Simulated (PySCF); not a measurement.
C⁺ (carbon, charge +1) across methods

[He] 2s1 2p1 3s1, high-spin 4P determinant (an excited configuration). All numbers are calculated (PySCF 2.14, scalar relativity by spin-free X2C-1e, in aug-cc-pVQZ-DK).

```csv
method,E (hartree),mean ε 2s α (eV),mean ε 2p α (eV),mean ε 3s α (eV),Σ⟨r²⟩ (bohr²),⟨S²⟩
LDA,-36.3160,-33.954,-25.714,-8.183,23.68,3.750
UHF,-36.61841,-42.567,-34.105,-9.969,24.50,3.750
BP86,-36.6951,-34.173,-25.996,-8.265,23.64,3.750
r2SCANh,-36.6894,-35.572,-27.450,-8.369,24.07,3.750
PBE0,-36.6624,-36.304,-28.075,-8.712,23.81,3.750
PBE,-36.6525,-34.095,-25.975,-8.181,23.63,3.750
M06-L,-36.6887,-34.610,-26.670,-8.198,24.27,3.750
PW91,-36.6812,-34.160,-26.069,-8.203,23.56,3.750
```

(1) Estimate the same row for r2SCAN.

The outer electron is Rydberg-like, and this basis confines it to a smaller radius and binds it less than a complete one would.

Answers

(1) E (hartree) = -36.6889; mean ε 2s α (eV) = -34.774; mean ε 2p α (eV) = -26.703; mean ε 3s α (eV) = -8.169; Σ⟨r²⟩ (bohr²) = 24.08; ⟨S²⟩ = 3.750.
